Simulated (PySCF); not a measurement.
An equivalent PySCF input for B⁺ (boron, charge +1), [He] 2s2, closed-shell 1S, with no relativity, point nucleus:

```python
from pyscf import gto, scf, dft, mp, cc
import basis_set_exchange as bse
mol = gto.M(atom="B 0 0 0", charge=1, spin=0, symmetry="D2h",
            basis=gto.basis.parse(bse.get_basis("aug-cc-pVTZ", elements=["B"], fmt="nwchem", augment_diffuse=1)))
mf = dft.UKS(mol, xc="WB97M_V")
mf.irrep_nelec = {'Ag': (2, 2)}
mf.kernel()
```

It reaches the same state as the run whose output follows, with an energy that differs only through the grid. The run itself started from symmetry-adapted Hartree-Fock orbitals and held the occupation by maximum overlap, on a logarithmic radial grid, so the iterations belong to that start.

```
SCF conv_tol = 1e-09
number electrons alpha = 2  beta = 2
XC functionals = WB97M_V
    N. Mardirossian and M. Head-Gordon.,  J. Chem. Phys. 144, 214110 (2016)
NLC functional = WB97M_V
cycle= 1 E= -24.3471634369682  delta_E= -0.000692  |g|= 0.00185  |ddm|= 0.111
cycle= 2 E= -24.3471646897086  delta_E= -1.25e-06  |g|= 0.000133  |ddm|= 0.00583
cycle= 3 E= -24.3471647078686  delta_E= -1.82e-08  |g|= 1.48e-05  |ddm|= 0.00113
cycle= 4 E= -24.3471647081954  delta_E= -3.27e-10  |g|= 7.12e-07  |ddm|= 0.000135
converged SCF energy = -24.3471647081954  <S^2> = -2.6645353e-15  2S+1 = 1
```
